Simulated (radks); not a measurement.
The numbers below are computed, except where a source is named.
Gd III, configuration [Kr] 4d10 4f7 5s1.5 5p6 5d1 6d0.5 (fractional occupations, a model configuration).

Code: a radial shooting solver on a logarithmic mesh with Libxc functionals. Model: scalar-relativistic Kohn-Sham, PBEsol, spin-polarised, spherical densities, finite nucleus; open shells are filled with parallel spins first (spin-orbit coupling, left out, can overturn this in heavy ions); Fermi nuclear charge, rms radius 5.1569 fm.

Energy parts (eV):
part                      energy
total                 -306537.72
kinetic                329082.09
electron-nucleus      -746719.14
Hartree                117754.82
exchange-correlation    -6655.50

Orbitals (lengths in bohr, moments of r in powers of bohr; r(max) is where P^2 peaks):
| orbital | occ. | eigenvalue (eV) | r(max) | <r> | <r^2> |
|---|---|---|---|---|---|
| 1s up | 1 | -50092.39 | 0.01392 | 0.02191 | 0.0006553 |
| 1s down | 1 | -50092.34 | 0.01392 | 0.02191 | 0.0006553 |
| 2s up | 1 | -8286.417 | 0.07903 | 0.09331 | 0.01028 |
| 2s down | 1 | -8286.270 | 0.07903 | 0.09331 | 0.01028 |
| 2p up | 3 | -7377.813 | 0.06395 | 0.08238 | 0.008285 |
| 2p down | 3 | -7377.695 | 0.06395 | 0.08238 | 0.008284 |
| 3s up | 1 | -1851.721 | 0.2244 | 0.2446 | 0.06836 |
| 3s down | 1 | -1848.963 | 0.2243 | 0.2444 | 0.06824 |
| 3p up | 3 | -1570.163 | 0.2202 | 0.2432 | 0.06854 |
| 3p down | 3 | -1567.419 | 0.2200 | 0.2429 | 0.06838 |
| 3d up | 5 | -1197.739 | 0.1801 | 0.2214 | 0.05759 |
| 3d down | 5 | -1195.599 | 0.1800 | 0.2210 | 0.05741 |
| 4s up | 1 | -389.6116 | 0.5158 | 0.5532 | 0.3453 |
| 4s down | 1 | -383.3372 | 0.5156 | 0.5531 | 0.3453 |
| 4p up | 3 | -296.7832 | 0.5383 | 0.5855 | 0.3899 |
| 4p down | 3 | -290.5466 | 0.5381 | 0.5855 | 0.3899 |
| 4d up | 5 | -168.3159 | 0.5591 | 0.6361 | 0.4692 |
| 4d down | 5 | -162.1050 | 0.5589 | 0.6367 | 0.4704 |
| 4f up | 7 | -29.2130 | 0.5662 | 0.8396 | 0.9051 |
| 4f down | 0 | -23.4163 | 0.5685 | 0.8729 | 0.9991 |
| 5s up | 1 | -69.3701 | 1.188 | 1.315 | 1.943 |
| 5s down | 0.5 | -65.2835 | 1.201 | 1.335 | 2.003 |
| 5p up | 3 | -46.2480 | 1.339 | 1.519 | 2.608 |
| 5p down | 3 | -42.8973 | 1.360 | 1.551 | 2.721 |
| 5d up | 1 | -18.8469 | 1.794 | 2.183 | 5.521 |
| 5d down | 0 | -16.8124 | 1.853 | 2.281 | 6.028 |
| 6s up | 0 | -17.1298 | 2.913 | 3.249 | 11.84 |
| 6s down | 0 | -15.8517 | 2.995 | 3.297 | 12.12 |
| 6p up | 0 | -12.4082 | 3.573 | 4.042 | 18.32 |
| 6d up | 0.5 | -7.4017 | 5.570 | 5.886 | 38.51 |

The highest occupied level is 6d up at -7.402 eV. The configuration is held as typed, so some empty levels lie below it. Spin moment in Bohr magnetons: 9. The electron density at the nucleus is 6.572e+05 e/bohr^3 (large components only). Summed over all electrons, <r^2> = 58.96 bohr^2, which gives a Langevin (diamagnetic) susceptibility term of -46.7 x 10^-6 cm^3/mol. The spin density at the nucleus is 151.1 e/bohr^3 (1s 0.5, 2s -1.2, 3s -16.6, 4s 2.5, 5s 165.8). The density falls to 0.001 e/bohr^3 at r = 3.66 bohr.
